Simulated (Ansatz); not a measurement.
```yaml
crystal:
  periodic: [false, false, false]
  atoms:
    - {symbol: C, position_ang: [-0.720240, -1.899185, -1.801123]}
    - {symbol: C, position_ang: [-1.730688, -1.971887, -0.677706]}
    - {symbol: O, position_ang: [-1.236702, -1.428676, 0.528224]}
    - {symbol: Sb, position_ang: [-1.241630, 0.524167, 0.798268]}
    - {symbol: Si, position_ang: [-0.657766, 0.134542, 3.285961]}
    - {symbol: O, position_ang: [0.655431, 0.928262, 0.472160]}
    - {symbol: C, position_ang: [1.097459, 1.325147, -0.807938]}
    - {symbol: C, position_ang: [2.203223, 2.344099, -0.666691]}
    - {symbol: H, position_ang: [-1.093807, -2.413676, -2.690594]}
    - {symbol: H, position_ang: [0.219830, -2.363813, -1.496664]}
    - {symbol: H, position_ang: [-0.512527, -0.861231, -2.078338]}
    - {symbol: H, position_ang: [-2.665246, -1.477587, -0.983512]}
    - {symbol: H, position_ang: [-1.981183, -3.017342, -0.467185]}
    - {symbol: H, position_ang: [0.462941, -0.834352, 3.364140]}
    - {symbol: H, position_ang: [-1.848246, -0.400759, 3.999781]}
    - {symbol: H, position_ang: [-0.267493, 1.425347, 3.913623]}
    - {symbol: H, position_ang: [1.464970, 0.446229, -1.354117]}
    - {symbol: H, position_ang: [0.273337, 1.749550, -1.403359]}
    - {symbol: H, position_ang: [1.839156, 3.240689, -0.160499]}
    - {symbol: H, position_ang: [2.589712, 2.630861, -1.648356]}
    - {symbol: H, position_ang: [3.024969, 1.930216, -0.078875]}
basis:
  gaussian: {orbitals: STO-3G}
hamiltonian: {xc: {name: HF}}
correlation: {active_space: {window: {electrons: 6, orbitals: 2}}}
```

```sh
$ ansatz run in.yaml --threads 4 --pin off --events-out ev --progress --plain --max-ram 46080MiB --backend cpu
```

Shortened log:

```
Functional definition: HF
997 factors; integrals over basis functions are off by at most 3.6e-5 eV
mean field evaluation 1: about -186173.0667 eV, gradient 3.0e1 eV
mean field evaluation 2: about -186173.4875 eV, gradient 3.0e1 eV
mean field evaluation 4: about -186176.9120 eV, gradient 2.1e0 eV
mean field evaluation 8: about -186176.9359 eV, gradient 1.2e-4 eV
mean field -186176.93591603 eV, -6841.8761996546 hartree, gradient 3.8e-6 eV, S^2 0.000000; 0 other end points of the search recorded, 0 dependent functions left out
reference -186176.93591603 eV, -6841.8761996546 hartree; 59, 59 occupied and 20, 20 virtual orbitals, 997 factors
Error: 6 electrons in 2 orbitals form no window around the highest filled level of the reference
```

**Question.** What is wrong with this run?

**Answer.** The active space doesn't fit the electrons. The run stopped with an error.
